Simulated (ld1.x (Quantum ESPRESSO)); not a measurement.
What one change does to a pseudopotential (oxygen (O), TM)

```json
{"Element": "oxygen (O)", "Generator": "ld1.x (Quantum ESPRESSO) 7.5", "Type": "norm-conserving Troullier–Martins (Kleinman–Bylander form)", "Functional": "PBEsol", "Relativity": "non-relativistic", "Frozen core": "[He]", "Valence charge": "6", "Reference configuration": "2s2 2p4", "Partial waves": "2s (bound): rc 0.70 bohr; 2p (bound): rc 1.65 bohr", "Local potential": "all-electron potential smoothed inside 0.70 bohr (lloc = -1)", "Core correction": "a·sin(br)/r model core inside 0.60 bohr"}
```

All-electron outer shells of the reference configuration (PBEsol, non-relativistic, ld1.x):

```
shell  level (eV)  outermost node (bohr)  outermost maximum (bohr)
   2s      -23.76                   0.28                      0.88
   2p       -8.98                      –                      0.82
```

Change: wave 2p (bound): rc 1.65 bohr becomes 2p (bound): rc 1.08 bohr.

Cutoffs: the cutoffs (Ry, on a coarse ladder) from which the occupation-weighted sum of valence levels, in a spherical-Bessel basis at the reference potential, stays within 10 and 1 mRy of its value at 400 Ry; they do not see the model core or the augmentation charge, which bear on the density cutoff. Errors are all-electron minus pseudo energies relative to the spin-unpolarised reference configuration.

Question: How do hardness, ghosts and transferability respond?

Answer: The potential gets harder (80 Ry and 200 Ry → 110 Ry and 200 Ry); of the 7 tests that both files solve, the error grows in 0 and shrinks in 5 by more than 15 % and 0.3 meV (median size 39.0 → 39.8 meV); neither file shows a bound ghost. A smaller radius makes the pseudo-wave follow the all-electron one further in, where it bends more sharply, so more plane waves are needed. Less of the atom is replaced, so other configurations are described better.

| quantity | base | changed |
| --- | --- | --- |
| cutoff, loose | 80 Ry | 110 Ry |
| cutoff, tight | 200 Ry | 200 Ry |
| loose cutoff by channel (10 mRy a level) | s 70 Ry, p 45 Ry | s 70 Ry, p 80 Ry |
| bound ghosts | none | none |
| error for 2s2 2p3, meV [ΔE 16.37 eV] | +25 | +3.6 |
| error for 2s2 2p2, meV [ΔE 49.85 eV] | +242 | +40 |
| error for 2s2 2p1, meV [ΔE 103.56 eV] | +1034 | +196 |
| error for 2s1 2p5, meV [ΔE 14.80 eV] | +9.2 | +10 |
| error for 2s2 2p3.5, meV [ΔE 6.26 eV] | +3.3 | +0.4 |
| error for 2s2 2p0, meV [ΔE 180.20 eV] | +3020 | +669 |
| error for 2s0 2p6, meV [ΔE 29.64 eV] | +39 | +42 |
